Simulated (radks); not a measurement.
The carbon anion C4-, [Ne], held by a Watson sphere: a shell of charge +4 at radius R that stands for the Madelung well of a crystal (potential energy -4/R inside, -4/r outside, in hartree with lengths in bohr). Method: non-relativistic Kohn-Sham, r2SCAN, spin-polarised, spherical densities, point nucleus; meta-GGA in the generalised Kohn-Sham scheme; computed with a radial shooting solver on a logarithmic mesh with Libxc functionals.

R (bohr)  e(1s) (eV)  e(2s) (eV)  e(2p) (eV)  <r> 2p (bohr)  sum of <r^2> (bohr^2)  X-ray form factor at sin(theta)/lambda = 0.2 1/angstrom
1.71         -268.72     -18.575      -8.977          1.800                  30.23                                                    4.824
2.2          -270.29     -15.947      -7.292          2.084                  39.78                                                    4.144
2.33         -270.67     -15.360      -6.913          2.158                  42.49                                                    4.006
2.84         -271.83     -13.499      -5.664          2.449                  53.87                                                    3.622
3.12         -272.26     -12.744      -5.120          2.612                  60.71                                                    3.501
3.7          -272.80     -11.661      -4.252          2.957                  76.46                                                    3.395
3.84         -272.88     -11.478      -4.086          3.042                  80.61                                                    3.389
3.85         -272.89     -11.466      -4.075          3.048                  80.92                                                    3.389
3.93         -272.93     -11.374      -3.987          3.097                  83.36                                                    3.389
